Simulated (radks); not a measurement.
Values are calculated unless marked as measured or tabulated.
Polarisability of the strontium ion Sr2+, [Kr], at imaginary frequency. Code: a radial shooting solver on a logarithmic mesh with Libxc functionals. Model: scalar-relativistic Kohn-Sham, LB94 model potential, spin-unpolarised, spherical densities, finite nucleus; Fermi nuclear charge, rms radius 4.224 fm. Response by self-consistent Sternheimer equations with the Hartree and adiabatic LDA kernel, the relativistic mass of each level held fixed and spin-orbit coupling left out.

w (hartree)  alpha1(iw) (bohr^3)  alpha2(iw) (bohr^5)
0.00266                    5.947                17.87
0.0143                     5.946                17.87
0.0360                     5.940                17.86
0.0697                     5.921                17.82
0.118                      5.874                17.74
0.186                      5.770                17.54
0.280                      5.560                17.14
0.413                      5.169                16.36
0.605                      4.511                14.96
0.892                      3.549                12.65
1.35                       2.402                9.391
2.12                       1.350                5.706
3.59                      0.6233                2.626
6.94                      0.2353               0.8368
17.5                     0.05952               0.1508

Static values: alpha1 = 5.947 bohr^3 (0.8813 angstrom^3; uncoupled 9.409), alpha2 = 17.87 bohr^5, alpha3 = 113.0 bohr^7. C6 = 29.62, C8 = 499.5, triple-dipole C9 = 128.9 atomic units. One-pole (London) frequency 4 C6 / (3 alpha1^2) = 1.117 hartree, against 1.589 for minus the highest occupied eigenvalue.
